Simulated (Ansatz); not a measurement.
`CCB(C)S` + H₂ → `CB(C)S` + CH₄ at 700 K and 1 bar (hydrogenolysis of a C–C bond).

Isolated molecules relaxed with PBE0-D4/def2-TZVP in Ansatz; ΔE leaves out vibrations. CBS: MP2 limit from def2 TZ/QZ plus the TZ coupled-cluster correction, frozen cores. This one scheme is used for every species. Each species was taken in one conformer, which may not be the lowest.

```csv
species,CCSD(T)/CBS energy (Eh),H − E (kJ/mol),S (J/(mol·K))
`CCB(C)S`,-542.19731,394.1,493.3
H₂,-1.17544,46.8,155.3
`CB(C)S`,-502.93918,302.3,439.2
CH₄,-40.46206,145.9,224.0
```

H − E and S are ideal-gas, rigid-rotor, harmonic terms from PBE0-D4/def2-TZVP, for one conformer and one mirror image of each species. For small species the MP2-based limit differs from directly extrapolated CCSD(T) by up to some mEh (0.8 for H₂); such offsets cancel only in part. 1 Eh = 2625.50 kJ/mol, R = 8.31446 J/(mol·K).

Task: By hand: ΔE, ΔH, ΔS and ΔG.

Result: ΔE = (-502.93918) + (-40.46206) − (-542.19731) − (-1.17544) = -0.02849 Eh = -74.8 kJ/mol. Δ(H − E) = 302.3 + 145.9 − 394.1 − 46.8 = 7.3, so ΔH = -67.5 kJ/mol. ΔS = 439.2 + 224.0 − 493.3 − 155.3 = 14.6 J/(mol·K). ΔG = -67.5 − 700 × (14.6)/1000 = -77.7 kJ/mol.

Task: By hand: the equilibrium constant, and the temperature at which ΔG would vanish if ΔH and ΔS stayed fixed.

Result: log₁₀ K = −ΔG/(RT ln 10) = 5.8. ΔH and −TΔS have one sign here, so there is no such temperature.

The number of gas molecules stays the same, so ΔS is small and ΔH decides. A doubt of 5 kJ/mol in ΔE shifts log₁₀ K by 0.4 here. Other conformers and mirror images would add mixing entropy, several J/(mol·K) or more a flexible species. Modes under 60 cm⁻¹, often nearly free rotors, make the harmonic entropy too high. These are equilibria of isolated gas molecules and say nothing of rates. Largest T1 diagnostic: 0.012 (customary marks: 0.02 for closed shells, 0.045 for open ones).
